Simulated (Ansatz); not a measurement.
Basis-set extrapolation for C3H8AlCl, SMILES `[CH3][Al]([CH3])[CH2]Cl` (PBE0-D4/def2-TZVP geometry, frozen core, the Gaussian-basis code of Ansatz). Multiplicity 1, RHF reference.

```tsv
	def2-TZVPP	def2-QZVPP
HF	-819.759185	-819.784704
MP2 correlation	-0.803770	-0.862771
CCSD(T) correlation	-0.899628	not run
```

Energies in hartree. Use E(X) = E(∞) + A·exp(−7.88·√X) for Hartree–Fock and E(X) = E(∞) + B·X^(−2.97) for correlation, with X = 3 and 4, and add CCSD(T) minus MP2 of the smaller set to the MP2 limit.

What is the CCSD(T) energy at the basis-set limit?

HF limit: -819.784704 + (-0.025519) × 0.13774 = -819.78822. MP2 limit: -0.862771 + (-0.059001) × 0.74074 = -0.90648. Higher-order term: -0.899628 − (-0.803770) = -0.09586. Total: -820.79056 hartree, 345.9 kJ/mol below CCSD(T)/def2-TZVPP.
